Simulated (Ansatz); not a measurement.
`FCCBS` + `C[SiH2][SiH2]C=N` → `N=CBCCF` + `C[SiH2][SiH2]S`  (redistribution)

Computed with Ansatz on PBE0-D4/def2-TZVP structures; ΔE is electronic, products minus reactants. CCSD(T)/CBS adds triple-zeta CCSD(T) − MP2 to the extrapolated MP2 energy (def2 sets, frozen cores). Functionals use def2-TZVPP. Each species was taken in one conformer, which may not be the lowest.

```json
{"level": "PBE-D4", "ΔE (kJ/mol)": "30.3", "difference from CCSD(T)/CBS": "5.0"}
{"level": "r2SCAN-D4", "ΔE (kJ/mol)": "27.4", "difference from CCSD(T)/CBS": "2.1"}
{"level": "PBE0-D4", "ΔE (kJ/mol)": "26.6", "difference from CCSD(T)/CBS": "1.3"}
{"level": "r2SCAN", "ΔE (kJ/mol)": "27.2", "difference from CCSD(T)/CBS": "1.9"}
{"level": "HF/def2-TZVPP", "ΔE (kJ/mol)": "17.3", "difference from CCSD(T)/CBS": "-8.0"}
{"level": "MP2/def2-TZVPP", "ΔE (kJ/mol)": "28.2", "difference from CCSD(T)/CBS": "2.9"}
{"level": "SCS-MP2/def2-TZVPP", "ΔE (kJ/mol)": "26.8", "difference from CCSD(T)/CBS": "1.5"}
{"level": "CCSD(T)/def2-TZVPP", "ΔE (kJ/mol)": "28.6", "difference from CCSD(T)/CBS": "3.3"}
{"level": "MP2/def2-QZVPP", "ΔE (kJ/mol)": "26.1", "difference from CCSD(T)/CBS": "0.8"}
{"level": "MP2/CBS(def2)", "ΔE (kJ/mol)": "24.8", "difference from CCSD(T)/CBS": "-0.5"}
{"level": "CCSD(T)/CBS", "ΔE (kJ/mol)": "25.3", "difference from CCSD(T)/CBS": "0"}
```

Largest T1 diagnostic among the species: 0.013.

In def2-TZVPP, CCSD(T) changes the Hartree–Fock value by +11.3 kJ/mol (the triples alone add +2.1 kJ/mol) and MP2 by +10.9 kJ/mol. From PBE to PBE0 (25 % exact exchange), in def2-TZVPP and without D4, ΔE moves by −3.6 kJ/mol.
